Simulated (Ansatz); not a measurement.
A nudged elastic band was laid between two geometries of H4Si + H6OSi2 (14 atoms, charge 0, multiplicity 1).

Level of theory: RHF/6-31G* (Ansatz).

```json
{"movable images": "5", "climbing image": "yes", "spring": "5.0 eV/Å²", "optimiser": "quadratic models (default)", "start path": "through a guess of the saddle point", "force threshold": "0.05 eV/Å", "iteration limit": "60", "end points": "relaxed"}
```

Image 0:

```xyz
14
Properties=species:S:1:pos:R:3
Si -0.531 0.779 0.017
O -1.251 0.692 1.474
Si -1.804 0.172 2.914
H -2.408 -1.167 2.775
H -0.699 0.098 3.888
H -2.824 1.110 3.413
H 0.903 1.080 0.178
H -1.161 1.845 -0.779
H -0.670 -0.503 -0.700
Si 2.148 -3.252 1.149
H 1.306 -4.396 0.750
H 2.793 -2.674 -0.045
H 3.182 -3.708 2.097
H 1.308 -2.227 1.797
```

Image 6:

```xyz
14
Properties=species:S:1:pos:R:3
Si 0.551 -0.352 -0.696
O -0.185 -0.290 2.639
Si -1.640 -0.318 3.423
H -2.624 -0.844 2.469
H -1.575 -1.185 4.616
H -2.036 1.034 3.863
H 1.238 0.867 -0.220
H -0.904 -0.194 -0.502
H 0.802 -0.470 -2.151
Si 1.373 -2.262 0.413
H 0.273 -3.128 0.884
H 2.216 -3.063 -0.506
H 2.217 -1.888 1.569
H 0.590 -0.054 3.129
```

Which bonds break or form, and what moves?

Bonds broken: Si1–O2, Si10–H14. Bonds formed: Si1–Si10, O2–H14. H4Si + H6OSi2 becomes H4OSi + H6Si2.

Give the energies along the band, and the barrier.

It converged. The highest image is number 3 of 0 to 6, 3.78 eV above the first end and 2.51 eV above the last; the last end lies 1.27 eV above the first. Neighbouring images differ by up to 3.6 eV, so the band resolves the path poorly. A vibrational analysis at the climbing image gives one clearly imaginary mode, 340i cm⁻¹: a first-order saddle point. The orbitals stay closed-shell, which can raise the energy where a bond breaks towards radicals; this wasn't checked here.

| image | path coordinate (Å) | energy (eV) | Si1–O2 (Å) | Si10–H14 (Å) | Si1–Si10 (Å) |
| --- | --- | --- | --- | --- | --- |
| 0 | 0.00 | 0.00 | 1.63 | 1.48 | 4.97 |
| 1 | 1.69 | 0.01 | 1.63 | 1.48 | 4.61 |
| 2 | 3.38 | 0.14 | 1.63 | 1.47 | 3.81 |
| 3 | 5.07 | 3.78 | 1.83 | 2.35 | 2.96 |
| 4 | 7.08 | 1.74 | 2.84 | 2.90 | 2.38 |
| 5 | 9.09 | 1.29 | 3.76 | 3.57 | 2.35 |
| 6 | 11.11 | 1.27 | 3.42 | 3.59 | 2.36 |

What is the geometry of the highest image?


```xyz
14
Properties=species:S:1:pos:R:3
Si -0.047 -0.224 0.134
O -0.518 -0.570 1.868
Si -1.683 0.049 2.981
H -3.013 -0.282 2.469
H -1.387 -0.639 4.238
H -1.477 1.494 3.077
H 1.178 0.556 -0.034
H -1.152 0.775 0.054
H -0.377 -1.209 -0.897
Si 1.818 -2.402 0.852
H 1.344 -3.801 0.617
H 2.576 -2.066 -0.392
H 2.882 -2.547 1.894
H 0.149 -1.282 2.068
```

Run time: 6 min on 1 thread of Arm Neoverse V1, on a shared host, peak memory 0.2 GiB.
